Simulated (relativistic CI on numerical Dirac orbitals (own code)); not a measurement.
Tc3+: resonant inelastic scattering at the L2,3 edge

Computed with this model: Dirac-Coulomb-Breit CI, KLI orbitals optimised for each configuration, a model potential for QED, valence Slater integrals scaled by 0.9, Kramers-Heisenberg scattering through one core-hole configuration in a parametric crystal field; configurations [Kr] 4d4 → [He] 2s2 2p5 3s2 3p6 3d10 4s2 4p6 4d5; 10 K; core-hole width 0.96 eV; summed over polarisations. Incident energies are the highest absorption maxima for each field (at most a few, so the weaker spin-orbit partner edge can be absent), on the computed scale of the free ion. Intensities are in per cent of the strongest line above 0.02 eV; levels within 1 cm⁻¹ are merged; final levels count from the ground level, the first row holds all elastic scattering, lines under 0.4 are left out and each table stops after 24 rows. The scale of the Slater integrals is a model choice and moves the terms in proportion.

Field parameters in Wybourne normalisation: Td as Oh with Dq negative (B⁴₀ = 21Dq, B⁴₄ = √(5/14) B⁴₀). The field is a parameter set, without covalency.

S is read from ⟨S²⟩ = S(S + 1).

Td, 10Dq = -2650 cm⁻¹:

```tsv
Final level (eV)	Degeneracy	Irrep	S	2679.6 eV	2682 eV	2799 eV
0.000	1	A1	1.99	79.9	400.3	29.1
0.030	3	T1	1.99	76.4	100.0	10.9
0.063	3	T2	2.00	31.8	36.7	0.1
0.123	2	E	1.99	19.6	19.0	0.5
0.147	3	T1	2.00	1.8	2.8	0.6
0.202	3	T2	1.99	2.4	3.6	1.0
0.470	3	T2	1.99	7.1	5.0	0.2
0.481	2	E	1.99	7.0	4.1	1.2
0.487	3	T1	1.99	16.5	6.7	1.1
0.494	1	A1	1.99	5.2	4.3	2.3
1.702	1	A1	0.97	0.9	16.0	5.5
1.834	3	T1	1.00	0.6	7.5	2.5
1.858	2	E	0.99	0.1	0.7	3.0
1.903	3	T2	1.00	0.1	1.6	0.2
1.967	3	T1	0.98	0.1	2.0	0.7
2.027	3	T2	0.99	0.1	1.0	5.1
2.035	2	E	1.00	0.0	0.9	3.2
2.093	3	T1	0.99	0.0	0.4	1.2
2.110	2	E	1.00	0.0	0.4	0.1
2.134	1	A1	1.00	0.6	7.3	5.5
2.212	1	A1	0.95	0.3	3.5	2.2
2.244	3	T2	0.99	0.0	0.5	3.2
2.254	3	T1	0.99	0.1	0.8	1.9
2.315	3	T1	1.00	1.1	8.6	10.3
```

Td, 10Dq = -6000 cm⁻¹:

```
Final level (eV)  Degeneracy  Irrep     S  2679.7 eV  2682.2 eV  2799 eV
           0.000           1     A1  1.98      150.5      714.4     54.2
           0.023           3     T1  1.99      100.0       79.0     14.8
           0.045           3     T2  1.99       47.5       89.1      0.9
           0.119           2      E  1.99       26.8       32.2      3.0
           0.132           3     T1  2.00        3.0        3.4      1.4
           0.190           3     T2  1.99        3.8        7.1      6.1
           0.854           3     T2  1.99       18.2        8.9      0.1
           0.858           2      E  1.99       18.1        7.1      1.2
           0.860           3     T1  1.99       48.6       10.8      1.8
           0.862           1     A1  1.99       17.1        6.2      6.1
           1.301           1     A1  0.91        2.4       54.7      9.7
           1.482           3     T1  1.01        1.6       28.6      2.6
           1.525           2      E  1.00        0.6        7.3     11.8
           1.553           3     T2  1.00        0.5       13.6      0.9
           1.801           3     T1  0.97        0.0        2.9      0.3
           1.810           3     T2  1.00        0.3        3.2     10.9
           1.860           2      E  1.00        0.0        0.7      1.9
           1.895           1     A1  0.32        0.2        3.0      0.4
           2.045           3     T1  0.93        0.0        1.7      3.0
           2.105           2      E  1.00        0.0        1.2      0.2
           2.115           3     T2  1.00        0.1        0.7      2.8
           2.150           1     A1  1.00        0.4        5.0      5.7
           2.294           3     T2  1.00        0.1        1.3      7.1
           2.349           3     T1  0.99        0.0        0.8      0.8
```

For the first field the strongest loss at the lowest incident energy is the level at 0.03 eV (S = 1.99, against 1.99 in the thermal ground state). Levels of other spin, the first over 8 % at 1.70 eV, appear because spin-orbit coupling of the core hole, and in heavier ions of the valence shell too, mixes spins.
